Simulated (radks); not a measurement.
Results of a calculation; reference values are marked as such.
The technetium ion Tc2+, 41 electrons, occupied as [Kr] 4d5 (the NIST ground configuration). Level of theory: scalar-relativistic Kohn-Sham, Slater X-alpha with alpha = 0.667, spin-unpolarised, spherical densities, finite nucleus; Fermi nuclear charge, rms radius 4.4112 fm (a radial shooting solver on a logarithmic mesh with Libxc functionals). Some entries of the table are withheld. Estimate them.

orbital  occ.  eigenvalue (hartree)  <r^2> (bohr^2)  r(max) (bohr)
1s          2             -766.3532        0.001590        0.02231
2s          2                   (1)         0.02644            (2)
2p          6             -98.40841         0.02079         0.1009
3s          2             -19.54643          0.1985            (3)
3p          6             -15.80329          0.2023         0.3660
3d         10              -9.72421          0.1915         0.3109
4s          2              -3.23964           1.267         0.9477
4p          6              -2.21200           1.573          1.021
4d          5              -0.78348           3.204          1.269

Answer. 
(1) 2s eigenvalue (hartree): -109.8119
(2) 2s r(max) (bohr): 0.1263
(3) 3s r(max) (bohr): 0.3728
